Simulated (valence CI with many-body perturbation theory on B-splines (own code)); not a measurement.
## Pb⁶⁸⁺: key properties

Computed by relativistic CI+MBPT: four valence electrons over a frozen Dirac-Fock core [Ne], a basis of 9 s, 9 p, 8 d, 6 f, 3 g, 1 h functions for each j, with the one-electron correlation potential Σ1, the two-electron term Σ2, the three-electron term Σ3, Breit, model QED; selected CI, second order for the rest, scaled by the run's own slope (own B-spline code, finite nucleus).

The last digits are not significant, and no measured levels were compared; by estimate large intervals hold to a few tenths of a per cent, small ones and those within an open d or f shell to about a per cent.

Levels are named by their leading jj configuration (3d3/2^4 stands for four electrons in 3d with j = 3/2), which in mixed levels can hold well under half, so a name can repeat and another be missing.

Rates and lifetimes use the calculated energies. Strong lines usually hold to 10 to 20 %, long lifetimes can be off by a factor of two.

(1) What is the ground level?

(2) How well does LS coupling describe the low levels?

(3) Where does the other parity begin?

(4) Name the longest-lived excited levels whose lifetime is computed, and their main decay.

(5) What is the ionisation energy?

Answers

(1) (3s^2 3p1/2^2) J=0, composition 68 % 3s2 3p2 3P + 32 % 3s2 3p2 1S.

(2) Among the lowest 20 levels the leading LS term, summed over configurations, holds 58 % on average. For single configurations the figures are 55 % in LS and 93 % in jj coupling. Terms mix most in the J = 2 level at 9655.1 × 10³ cm⁻¹, where the leading one holds 26 %.

(3) At (3s 3p1/2^2 3p3/2) J=2, 6268.7 × 10³ cm⁻¹.

(4) (3s^2 3p1/2 3p3/2) J=2 at 4736.1 × 10³ cm⁻¹ lives 30.4 ns, mostly by E2 to (3s^2 3p1/2^2) J=0; (3s^2 3p1/2 3p3/2) J=1 at 4652.5 × 10³ cm⁻¹ lives 845 ps, mostly by M1 to (3s^2 3p1/2^2) J=0.

(5) 8520.3 eV; NIST lists 8520 ± 50 eV (theoretical).
